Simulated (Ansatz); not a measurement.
Born–Oppenheimer molecular dynamics of H₉N₂PSi (13 atoms, charge 0, multiplicity 1). It starts at the highest image of a converged band. Of that band: Neighbouring images differ by up to 2.1 eV, so the band resolves the path poorly. A vibrational analysis at the climbing image gives one clearly imaginary mode, 1001i cm⁻¹: a first-order saddle point.

These are results of Ansatz, RKS r2SCAN-D4/6-31G*, not measurements.

* ensemble: NVE (velocity Verlet)
* time step: 0.5 fs
* steps asked: 200
* starting velocities drawn for: 100 K
* seed: 10207

First frame:

```xyz
13
Properties=species:S:1:pos:R:3
Si 0.067 -0.193 -0.113
H -0.230 0.157 1.574
H 1.476 0.241 -0.238
N -0.771 1.230 -0.637
H -1.782 1.307 -0.615
H -0.337 2.132 -0.485
N -0.909 -1.387 -0.839
H -0.746 -2.379 -0.750
H -1.546 -1.131 -1.584
P 1.332 -2.221 1.228
H 0.249 -3.154 1.260
H 1.721 -2.591 -0.094
H 0.217 -0.655 1.543
```

Question: What does the run give?

Answer: The run went to its last step.

| Quantity | Value |
| --- | --- |
| steps done | 200 |
| time covered | 100 fs |
| mean temperature over the second half | 1468 K |
| spread of the potential energy over the second half | 9.9 meV per atom |
| mean potential energy of the second half above the start | -149.6 meV per atom |

The conserved energy stayed within 0.37 meV per atom of its start (net change -0.22 meV per atom), so the integration is sound. The kinetic energy rose, since the run started high on the potential surface and went downhill. It ends in pieces (H3P + H6N2Si), so much of that is their flight and rotation, not heat. A run of 0.1 ps of so small a system gives no equilibrium averages. The orbitals stay closed-shell, which can raise the energy where a bond breaks towards radicals; this wasn't checked here.

Question: What happens to the structure?

Answer: Between its relaxed ends the band would form Si1–P10, H2–H13 and break Si1–H2, P10–H13. These pairs go: Si1–P10 2.74 → 5.19 Å, H2–H13 0.93 → 5.88 Å, Si1–H2 1.75 → 1.47 Å, P10–H13 1.95 → 1.42 Å. In the last frame they stand as before the step (other bonds may differ from the relaxed reactants and products). Also parted: Si1–H13 1.73 → 5.60 Å. It ends as H3P + H6N2Si. Pairs count as bonded within 1.25 times the sum of covalent radii (0.12 Å more for H–H). The details hang on the random start.

Question: How do temperature and energy run in time?

Answer: 
| time (fs) | T (K) | potential energy less start (eV) | conserved less start (meV/atom) |
| --- | --- | --- | --- |
| 0 | 100 | 0.000 | 0.00 |
| 8 | 64 | 0.052 | 0.04 |
| 16 | 114 | -0.019 | 0.08 |
| 24 | 398 | -0.424 | -0.05 |
| 32 | 558 | -0.651 | 0.08 |
| 40 | 982 | -1.251 | 0.22 |
| 48 | 1207 | -1.573 | 0.10 |
| 56 | 1509 | -2.006 | -0.23 |
| 64 | 1540 | -2.048 | -0.04 |
| 72 | 1602 | -2.137 | -0.11 |
| 80 | 1627 | -2.174 | -0.19 |
| 88 | 1411 | -1.863 | 0.07 |
| 96 | 1424 | -1.883 | -0.06 |

Run time: 11 min on 2 threads of Arm Neoverse V2 (shared host), peak memory 0.15 GiB.
